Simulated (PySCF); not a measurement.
C4H9F, SMILES CCCCF. Atoms are numbered in the order given.

```xyz
14

C      2.3860    -0.0533     0.0992
C      0.9344    -0.4874    -0.0999
C     -0.0319     0.6865    -0.2831
C     -1.4837     0.2623    -0.4215
F     -1.9027    -0.4207     0.7169
H      2.7596     0.5270    -0.7708
H      2.4938     0.5927     0.9956
H      3.0588    -0.9240     0.2332
H      0.5912    -1.0869     0.7696
H      0.8583    -1.1618    -0.9822
H      0.0544     1.3831     0.5802
H      0.2425     1.2774    -1.1858
H     -2.1473     1.1449    -0.5631
H     -1.6160    -0.4148    -1.2974
```
Charge 0, spin multiplicity 1.

Geometry optimised at PBE-D3(BJ)/def2-SVP. One conformer was computed; it need not be the lowest.

Calculation: PBE-D3(BJ)/def2-SVP (PySCF).

Harmonic, unscaled wavenumbers; measured fundamentals usually lie a few per cent lower.

| mode | ν (cm⁻¹) | IR (km/mol) | moving atoms (share of kinetic energy) |
|---|---|---|---|
| 1 | 95 | 0.7 | C 45 %, H 41 %, F 14 % |
| 2 | 139 | 2.9 | F 39 %, C 32 %, H 29 % |
| 3 | 242 | 0.5 | H 65 %, C 32 % |
| 4 | 256 | 0.3 | H 69 %, C 30 % |
| 5 | 334 | 0.8 | C 46 %, H 31 %, F 23 % |
| 6 | 507 | 4.5 | C 53 %, H 36 %, F 11 % |
| 7 | 731 | 2.3 | H 87 %, C 11 % |
| 8 | 818 | 3.4 | H 65 %, C 32 % |
| 9 | 833 | 5.3 | H 50 %, C 45 % |
| 10 | 942 | 1.6 | H 81 %, C 19 % |
| 11 | 950 | 11.2 | H 55 %, C 33 %, F 12 % |
| 12 | 1040 | 14.8 | C 65 %, H 29 % |
| 13 | 1080 | 52.7 | C 53 %, H 30 %, F 17 % |
| 14 | 1107 | 10.6 | C 56 %, H 41 % |
| 15 | 1133 | 3.5 | C 52 %, H 46 % |
| 16 | 1207 | 1.5 | H 77 %, C 22 % |
| 17 | 1227 | 0.9 | H 78 %, C 20 % |
| 18 | 1272 | 1.1 | H 83 %, C 17 % |
| 19 | 1278 | 0.8 | H 87 %, C 13 % |
| 20 | 1347 | 0.6 | H 76 %, C 24 % |
| 21 | 1357 | 1.3 | H 59 %, C 41 % |
| 22 | 1373 | 19.5 | H 69 %, C 30 % |
| 23 | 1397 | 3.7 | H 91 %, C 9 % |
| 24 | 1419 | 1.5 | H 95 % |
| 25 | 1421 | 7.3 | H 97 % |
| 26 | 1433 | 4.9 | H 92 %, C 8 % |
| 27 | 1438 | 1.6 | H 92 %, C 8 % |
| 28 | 2940 | 45.0 | H 95 % |
| 29 | 2957 | 5.6 | H 94 % |
| 30 | 2963 | 14.3 | H 95 % |
| 31 | 2965 | 44.5 | H 96 % |
| 32 | 2995 | 36.8 | H 90 %, C 10 % |
| 33 | 3005 | 24.1 | H 91 %, C 9 % |
| 34 | 3022 | 19.2 | H 91 %, C 9 % |
| 35 | 3049 | 40.6 | H 91 %, C 9 % |
| 36 | 3059 | 23.9 | H 91 %, C 9 % |
